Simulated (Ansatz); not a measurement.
Ge₃Se₄: single points at one geometry.

```yaml
crystal:
  periodic: [false, false, false]
  atoms:
    - {symbol: Ge, position_ang: [-1.566832, -0.267425, 1.211708]}
    - {symbol: Ge, position_ang: [0.784340, 1.837564, -0.036561]}
    - {symbol: Ge, position_ang: [-0.118340, -1.064187, -2.019030]}
    - {symbol: Se, position_ang: [1.946622, -0.587515, -0.575028]}
    - {symbol: Se, position_ang: [0.077301, 1.220202, 2.204006]}
    - {symbol: Se, position_ang: [0.290037, -2.071023, 0.303933]}
    - {symbol: Se, position_ang: [-1.413117, 0.932394, -1.089028]}
basis:
  gaussian: {orbitals: def2-TZVP, initial_orbitals: start.molden}
hamiltonian: {xc: pbe0, dispersion: d4}
scf: {omitted_lower_state_checks: [starts]}
output: {orbitals: {seedname: orbitals}}
```

The file start.molden holds the orbitals of an earlier run on this structure, at another level or in another basis.

```sh
$ ansatz run in.yaml --threads 4 --pin off --events-out ev --progress --plain --max-ram 4787MiB
```

It prints (some lines left out):

```
Functional definition: PBE0
2308 factors; integrals over basis functions are off by at most 6.6e-4 eV
mean field evaluation 1: about -430857.7211 eV, gradient 3.3e2 eV
mean field evaluation 2: about -430879.6363 eV, gradient 3.8e1 eV
mean field evaluation 4: about -430905.7975 eV, gradient 1.5e1 eV
mean field evaluation 8: about -430907.6259 eV, gradient 1.2e-3 eV
mean field -430907.62588461 eV, -15835.5631715802 hartree, gradient 2.9e-5 eV, S^2 0.000000; 0 other end points of the search recorded, 0 dependent functions left out
reference -430907.62591134 eV, -15835.5631725624 hartree; 116, 116 occupied and 220, 220 virtual orbitals, 2308 factors
Total energy: -430908.28652977 eV, -15835.5874498421 hartree
Checks for a lower state left out: starts
```

Hardware: 4 threads of Intel Xeon Platinum 8175M on a shared host. Wall time 51 s, peak host memory 1.9 GiB.

As the first input, with `gaussian: {orbitals: def2-SVP, initial_orbitals: start.molden}`, `hamiltonian: {xc: pbe, dispersion: d4}` (abridged; 6.5 s):

```
Functional definition: PBE
mean field -430842.32581875 eV, -15833.1634384218 hartree, gradient 3.1e-5 eV, S^2 0.000000
Total energy: -430843.08581886 eV, -15833.1913679106 hartree
Checks for a lower state left out: starts
```

First input, but with `hamiltonian: {xc: pbe, dispersion: d4}`, `output: {forces: true, orbitals: {seedname: orbitals}}` (abridged; 16 s):

```
Functional definition: PBE
mean field -430895.67107792 eV, -15835.1238405376 hartree, gradient 1.4e-5 eV, S^2 0.000000
Total energy: -430896.43107920 eV, -15835.1517700694 hartree
Atom 0 force     0.093947     0.014820    -0.091760 eV/Å
Atom 1 force    -0.055520    -0.117674    -0.011837 eV/Å
Atom 2 force     0.025708     0.063441     0.156859 eV/Å
Atom 3 force    -0.167518    -0.051304     0.027782 eV/Å
Atom 4 force    -0.015267    -0.009151    -0.043842 eV/Å
Atom 5 force     0.051085     0.145149    -0.088425 eV/Å
Atom 6 force     0.067565    -0.045281     0.051223 eV/Å
Dipole moment:     0.001476    -0.201888    -0.337654 e Å
Checks for a lower state left out: starts
```

First input, but with `gaussian: {orbitals: def2-SVP, initial_orbitals: start.molden}` (abridged; 19 s):

```
Functional definition: PBE0
mean field -430854.26269791 eV, -15833.6021106399 hartree, gradient 1.2e-5 eV, S^2 0.000000
Total energy: -430854.92334202 eV, -15833.6263888630 hartree
Checks for a lower state left out: starts
```

As the first input, with `gaussian: {orbitals: def2-SVP, initial_orbitals: start.molden}`, `hamiltonian: {xc: pbe}`, `correlation: {method: rpa}` and without the key `output` (abridged; 19 s):

```
Functional definition: PBE
mean field -430842.32580042 eV, -15833.1634377482 hartree, gradient 2.4e-6 eV, S^2 0.000000
63 core orbitals not correlated: weight in the atoms' cores, before any rotation towards them, 1.000 or more for the frozen orbitals, at most 0.000 for the correlated occupied ones
Total energy: -430641.86757092 eV, -15825.7967336896 hartree
Checks for a lower state left out: starts
```

As the first input, with `gaussian: {orbitals: def2-SVP, initial_orbitals: start.molden}`, `correlation: {method: mp2}` and without the key `hamiltonian` (abridged; 26 s):

```
Functional definition: HF
mean field -430584.47061819 eV, -15823.6874345818 hartree, gradient 1.6e-6 eV, S^2 0.000000
63 core orbitals not correlated: weight in the atoms' cores, before any rotation towards them, 1.000 or more for the frozen orbitals, at most 0.000 for the correlated occupied ones
second order -43.12873706 eV of doubles, -0.00000000 eV of singles
Total energy: -430627.59935525 eV, -15825.2723864351 hartree
Checks for a lower state left out: starts
```

The first input with `hamiltonian: {xc: {name: LC-wPBE}}` (abridged; 23 s):

```
Functional definition: LC-wPBE
mean field -430899.35891703 eV, -15835.2593661252 hartree, gradient 4.9e-5 eV, S^2 0.000000
Total energy: -430899.35891704 eV, -15835.2593661254 hartree
Checks for a lower state left out: starts
```

Geometry: PBE-D4/def2-SVP.

LC-ωPBE has ω = 0.4 bohr⁻¹. Correlated methods freeze 63 core orbitals; core or outer-core shells of Ge, Se are correlated, in sets that lack core-valence functions. The structure comes from a short search, and lower isomers may exist.
